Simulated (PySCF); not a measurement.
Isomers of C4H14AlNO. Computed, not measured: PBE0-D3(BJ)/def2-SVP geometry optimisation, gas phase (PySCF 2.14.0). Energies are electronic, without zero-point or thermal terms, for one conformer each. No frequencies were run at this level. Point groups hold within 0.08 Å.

Question: Order them by energy at this level, lowest first, and give relative energies in kJ/mol.
A. `[CH3:1][O:2][AlH2-:3][N+:4]([CH3:5])([CH3:6])[CH3:7]` with C1–O2–Al3–N4 158°
B. `[CH3:1][N:2]([CH3:3])[AlH2-:4][O+:5]([CH3:6])[CH3:7]` with C1–N2–Al4–O5 83°, N2–Al4–O5–C6 32°

Answer: A (0.0), B (108.6).

```csv
SMILES,E (Eh),E rel (kJ/mol),dipole (D),point group,"A, B, C (MHz)"
C[O][AlH2-][N+](C)(C)C,-532.56700,0.0,4.35,C1,"3518, 1272, 1186"
C[N](C)[AlH2-][O+](C)C,-532.52564,108.6,4.81,C1,"3324, 1195, 1107"
```
